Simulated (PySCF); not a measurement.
**Basis-set dependence of population analyses: `N#C[SiH2]CCl`**

C₂H₄ClNSi.
SMILES with atom numbers: `[N:1]#[C:2][SiH2:3][CH2:4][Cl:5]` (hydrogens: H6, H7 on Si3; H8, H9 on C4)

PBE0 throughout (PySCF), one geometry, spherical d and f functions. Isolated species at its PBE0-D3(BJ)/def2-SVP geometry (one conformer only). Atoms taken as equivalent share a column and are averaged.

Mulliken charges (e):

```json
{"basis": "STO-3G", "functions": "37", "N1": "-0.189", "C2": "-0.128", "Si3": "+0.686", "C4": "-0.282", "Cl5": "-0.146", "H6/H7": "-0.083", "H8/H9": "+0.113"}
{"basis": "6-31G", "functions": "61", "N1": "-0.269", "C2": "-0.110", "Si3": "+0.785", "C4": "-0.828", "Cl5": "+0.043", "H6/H7": "-0.071", "H8/H9": "+0.260"}
{"basis": "pcSseg-0", "functions": "61", "N1": "-0.368", "C2": "-0.245", "Si3": "+1.052", "C4": "-1.086", "Cl5": "-0.013", "H6/H7": "+0.001", "H8/H9": "+0.329"}
{"basis": "6-31G*", "functions": "86", "N1": "-0.256", "C2": "+0.011", "Si3": "+0.519", "C4": "-0.671", "Cl5": "-0.030", "H6/H7": "-0.038", "H8/H9": "+0.251"}
{"basis": "cc-pVDZ", "functions": "98", "N1": "-0.104", "C2": "-0.147", "Si3": "+0.410", "C4": "-0.265", "Cl5": "-0.095", "H6/H7": "-0.016", "H8/H9": "+0.117"}
{"basis": "def2-SVP", "functions": "98", "N1": "-0.049", "C2": "-0.246", "Si3": "+0.517", "C4": "-0.280", "Cl5": "-0.136", "H6/H7": "-0.029", "H8/H9": "+0.126"}
{"basis": "aug-cc-pVDZ", "functions": "159", "N1": "-0.350", "C2": "-0.007", "Si3": "+0.251", "C4": "-0.079", "Cl5": "-0.096", "H6/H7": "+0.251", "H8/H9": "-0.111"}
{"basis": "6-311+G(2d,p)", "functions": "175", "N1": "-0.233", "C2": "-0.131", "Si3": "+0.578", "C4": "-0.581", "Cl5": "+0.034", "H6/H7": "-0.031", "H8/H9": "+0.197"}
{"basis": "def2-TZVP", "functions": "191", "N1": "-0.025", "C2": "-0.208", "Si3": "+0.253", "C4": "-0.258", "Cl5": "-0.121", "H6/H7": "+0.017", "H8/H9": "+0.163"}
{"basis": "cc-pVTZ", "functions": "214", "N1": "-0.058", "C2": "-0.181", "Si3": "+0.324", "C4": "-0.220", "Cl5": "-0.125", "H6/H7": "-0.002", "H8/H9": "+0.132"}
{"basis": "IGLO-III", "functions": "233", "N1": "-0.306", "C2": "-0.028", "Si3": "+0.771", "C4": "-0.522", "Cl5": "-0.002", "H6/H7": "-0.128", "H8/H9": "+0.172"}
```

IAO charges (e):

```json
{"basis": "STO-3G", "functions": "37", "N1": "-0.141", "C2": "-0.187", "Si3": "+0.768", "C4": "-0.511", "Cl5": "-0.062", "H6/H7": "-0.090", "H8/H9": "+0.156"}
{"basis": "6-31G", "functions": "61", "N1": "-0.170", "C2": "-0.135", "Si3": "+0.642", "C4": "-0.531", "Cl5": "-0.075", "H6/H7": "-0.055", "H8/H9": "+0.190"}
{"basis": "pcSseg-0", "functions": "61", "N1": "-0.170", "C2": "-0.141", "Si3": "+0.658", "C4": "-0.548", "Cl5": "-0.067", "H6/H7": "-0.055", "H8/H9": "+0.190"}
{"basis": "6-31G*", "functions": "86", "N1": "-0.173", "C2": "-0.158", "Si3": "+0.761", "C4": "-0.533", "Cl5": "-0.074", "H6/H7": "-0.091", "H8/H9": "+0.180"}
{"basis": "cc-pVDZ", "functions": "98", "N1": "-0.169", "C2": "-0.161", "Si3": "+0.753", "C4": "-0.523", "Cl5": "-0.077", "H6/H7": "-0.089", "H8/H9": "+0.178"}
{"basis": "def2-SVP", "functions": "98", "N1": "-0.168", "C2": "-0.162", "Si3": "+0.766", "C4": "-0.522", "Cl5": "-0.070", "H6/H7": "-0.096", "H8/H9": "+0.174"}
{"basis": "aug-cc-pVDZ", "functions": "159", "N1": "-0.185", "C2": "-0.151", "Si3": "+0.755", "C4": "-0.524", "Cl5": "-0.082", "H6/H7": "-0.088", "H8/H9": "+0.181"}
{"basis": "6-311+G(2d,p)", "functions": "175", "N1": "-0.184", "C2": "-0.158", "Si3": "+0.786", "C4": "-0.540", "Cl5": "-0.077", "H6/H7": "-0.096", "H8/H9": "+0.183"}
{"basis": "def2-TZVP", "functions": "191", "N1": "-0.182", "C2": "-0.162", "Si3": "+0.796", "C4": "-0.544", "Cl5": "-0.074", "H6/H7": "-0.099", "H8/H9": "+0.182"}
{"basis": "cc-pVTZ", "functions": "214", "N1": "-0.179", "C2": "-0.161", "Si3": "+0.782", "C4": "-0.539", "Cl5": "-0.077", "H6/H7": "-0.096", "H8/H9": "+0.182"}
{"basis": "IGLO-III", "functions": "233", "N1": "-0.185", "C2": "-0.160", "Si3": "+0.795", "C4": "-0.545", "Cl5": "-0.072", "H6/H7": "-0.099", "H8/H9": "+0.182"}
```

Hirshfeld charges (e):

| basis | functions | N1 | C2 | Si3 | C4 | Cl5 | H6/H7 | H8/H9 |
| --- | --- | --- | --- | --- | --- | --- | --- | --- |
| STO-3G | 37 | -0.166 | -0.070 | +0.455 | +0.003 | -0.178 | -0.056 | +0.035 |
| 6-31G | 61 | -0.173 | -0.048 | +0.365 | -0.102 | -0.069 | -0.049 | +0.062 |
| pcSseg-0 | 61 | -0.173 | -0.049 | +0.386 | -0.106 | -0.057 | -0.051 | +0.051 |
| 6-31G* | 86 | -0.180 | -0.034 | +0.362 | -0.098 | -0.072 | -0.053 | +0.064 |
| cc-pVDZ | 98 | -0.175 | -0.042 | +0.376 | -0.113 | -0.049 | -0.057 | +0.058 |
| def2-SVP | 98 | -0.180 | -0.036 | +0.378 | -0.117 | -0.040 | -0.059 | +0.056 |
| aug-cc-pVDZ | 159 | -0.191 | -0.041 | +0.383 | -0.133 | -0.032 | -0.053 | +0.060 |
| 6-311+G(2d,p) | 175 | -0.192 | -0.040 | +0.384 | -0.128 | -0.035 | -0.054 | +0.059 |
| def2-TZVP | 191 | -0.189 | -0.037 | +0.378 | -0.128 | -0.037 | -0.054 | +0.061 |
| cc-pVTZ | 214 | -0.186 | -0.036 | +0.377 | -0.126 | -0.041 | -0.054 | +0.061 |
| IGLO-III | 233 | -0.195 | -0.038 | +0.377 | -0.132 | -0.024 | -0.052 | +0.058 |

ESP-fitted charges (e):

```json
{"basis": "STO-3G", "functions": "37", "N1": "-0.364", "C2": "+0.209", "Si3": "+0.359", "C4": "-0.102", "Cl5": "-0.203", "H6/H7": "-0.052", "H8/H9": "+0.102"}
{"basis": "6-31G", "functions": "61", "N1": "-0.385", "C2": "+0.211", "Si3": "+0.409", "C4": "-0.334", "Cl5": "-0.147", "H6/H7": "-0.065", "H8/H9": "+0.188"}
{"basis": "pcSseg-0", "functions": "61", "N1": "-0.389", "C2": "+0.193", "Si3": "+0.484", "C4": "-0.365", "Cl5": "-0.147", "H6/H7": "-0.078", "H8/H9": "+0.190"}
{"basis": "6-31G*", "functions": "86", "N1": "-0.337", "C2": "+0.133", "Si3": "+0.468", "C4": "-0.455", "Cl5": "-0.096", "H6/H7": "-0.071", "H8/H9": "+0.214"}
{"basis": "cc-pVDZ", "functions": "98", "N1": "-0.322", "C2": "+0.117", "Si3": "+0.440", "C4": "-0.440", "Cl5": "-0.080", "H6/H7": "-0.063", "H8/H9": "+0.205"}
{"basis": "def2-SVP", "functions": "98", "N1": "-0.336", "C2": "+0.135", "Si3": "+0.445", "C4": "-0.437", "Cl5": "-0.076", "H6/H7": "-0.068", "H8/H9": "+0.203"}
{"basis": "aug-cc-pVDZ", "functions": "159", "N1": "-0.366", "C2": "+0.163", "Si3": "+0.449", "C4": "-0.494", "Cl5": "-0.072", "H6/H7": "-0.064", "H8/H9": "+0.224"}
{"basis": "6-311+G(2d,p)", "functions": "175", "N1": "-0.356", "C2": "+0.143", "Si3": "+0.473", "C4": "-0.518", "Cl5": "-0.066", "H6/H7": "-0.067", "H8/H9": "+0.229"}
{"basis": "def2-TZVP", "functions": "191", "N1": "-0.356", "C2": "+0.149", "Si3": "+0.459", "C4": "-0.480", "Cl5": "-0.070", "H6/H7": "-0.069", "H8/H9": "+0.217"}
{"basis": "cc-pVTZ", "functions": "214", "N1": "-0.348", "C2": "+0.142", "Si3": "+0.455", "C4": "-0.470", "Cl5": "-0.073", "H6/H7": "-0.068", "H8/H9": "+0.215"}
{"basis": "IGLO-III", "functions": "233", "N1": "-0.356", "C2": "+0.139", "Si3": "+0.491", "C4": "-0.568", "Cl5": "-0.040", "H6/H7": "-0.072", "H8/H9": "+0.239"}
```

Some averages cover members that differ in this geometry, most widely: H8/H9, Mulliken in aug-cc-pVDZ -0.146 to -0.076; H6/H7, Mulliken in aug-cc-pVDZ +0.227 to +0.274; H6/H7, ESP-fitted in pcSseg-0 -0.091 to -0.064 e.

Question: Which scheme is steadiest as the basis changes?

Answer: Largest range over the bases for any column: Hirshfeld 0.15 e, IAO 0.15 e, ESP-fitted 0.47 e, Mulliken 1.01 e. Hirshfeld and IAO charges move least and Mulliken charges most, counted in e. Without the minimal STO-3G basis the ranges are Hirshfeld 0.05, IAO 0.15, ESP-fitted 0.23, Mulliken 1.01 e.

Question: How much do the charges still move between the two largest bases, cc-pVTZ and IGLO-III?

Answer: At most, over all atoms: Mulliken 0.446 e, IAO 0.012 e, Hirshfeld 0.017 e, ESP-fitted 0.098 e.

Question: What do the same runs give for the total energy, the frontier levels and the dipole moment?

Answer: 
| basis | energy (Eh) | HOMO (eV) | LUMO (eV) | μ (D) |
| --- | --- | --- | --- | --- |
| STO-3G | -872.6375 | -6.65 | 3.71 | 4.32 |
| 6-31G | -882.4844 | -8.58 | -0.51 | 4.51 |
| pcSseg-0 | -881.4372 | -8.67 | -0.74 | 4.67 |
| 6-31G* | -882.5751 | -8.53 | -0.63 | 4.26 |
| cc-pVDZ | -882.6250 | -8.52 | -0.61 | 4.13 |
| def2-SVP | -882.2785 | -8.47 | -0.64 | 4.15 |
| aug-cc-pVDZ | -882.6372 | -8.66 | -1.01 | 4.36 |
| 6-311+G(2d,p) | -882.6772 | -8.67 | -1.06 | 4.36 |
| def2-TZVP | -882.6910 | -8.62 | -0.93 | 4.30 |
| cc-pVTZ | -882.6950 | -8.61 | -0.86 | 4.26 |
| IGLO-III | -882.6893 | -8.58 | -0.93 | 4.29 |

The dipole is fixed by the density alone, so its range of 0.54 D shows that the density itself changes with the basis, not only its division among atoms.
